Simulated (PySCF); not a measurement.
C₅H₁₀O₃, SMILES C(OC)(=O)CCOC, GFN2-xTB optimised geometry.

```
18

C      3.26    -1.83    -0.03
O      1.86    -1.72    -0.01
C      1.42    -0.38     0.00
C     -0.11    -0.38     0.00
C     -0.67     1.02     0.00
O     -0.02     2.03     0.03
O     -2.00     1.00    -0.04
C     -2.65     2.26    -0.05
H      3.48    -2.90    -0.04
H      3.68    -1.36    -0.93
H      3.71    -1.37     0.86
H      1.79     0.14     0.89
H      1.79     0.16    -0.88
H     -0.48    -0.91     0.88
H     -0.48    -0.91    -0.88
H     -2.51     2.76     0.91
H     -2.24     2.90    -0.83
H     -3.71     2.06    -0.22
```

Density from PBE/def2-SVP in PySCF at that geometry.

Minimum of the electron density along straight lines between bonded atoms, close to the bond critical point (lines longer than 1.1 times the sum of covalent radii, or with two minima, are not listed):

| bond | length / Å | ρ at the minimum / e bohr⁻³ | ∇²ρ there / e bohr⁻⁵ | position (fraction from the first atom) |
|---|---|---|---|---|
| C1–O2 | 1.404 | 0.264 | -0.47 | 0.35 |
| O2–C3 | 1.409 | 0.263 | -0.49 | 0.65 |
| C3–C4 | 1.523 | 0.246 | -0.56 | 0.50 |
| C4–C5 | 1.509 | 0.254 | -0.59 | 0.48 |
| C5–O6 | 1.202 | [?] | 0.36 | 0.33 |
| C5–O7 | 1.338 | [?] | -0.37 | 0.34 |
| O7–C8 | 1.422 | 0.246 | -0.36 | 0.65 |
| C1–H9 | 1.088 | 0.281 | -1.07 | 0.64 |
| C1–H10 | 1.097 | 0.275 | -1.00 | 0.63 |
| C1–H11 | 1.097 | 0.275 | -1.00 | 0.63 |
| C3–H12 | 1.100 | 0.276 | -1.01 | 0.63 |
| C3–H13 | 1.101 | 0.276 | -1.01 | 0.63 |
| C4–H14 | 1.091 | 0.273 | -0.98 | 0.63 |
| C4–H15 | 1.091 | 0.273 | -0.99 | 0.63 |
| C8–H16 | 1.092 | 0.279 | -1.06 | 0.64 |
| C8–H17 | 1.092 | 0.280 | -1.07 | 0.65 |
| C8–H18 | 1.087 | 0.283 | -1.09 | 0.64 |

Question: What belongs in the gaps?

Answer: 
- C5–O6, ρ at the minimum / e bohr⁻³: 0.418
- C5–O7, ρ at the minimum / e bohr⁻³: 0.304
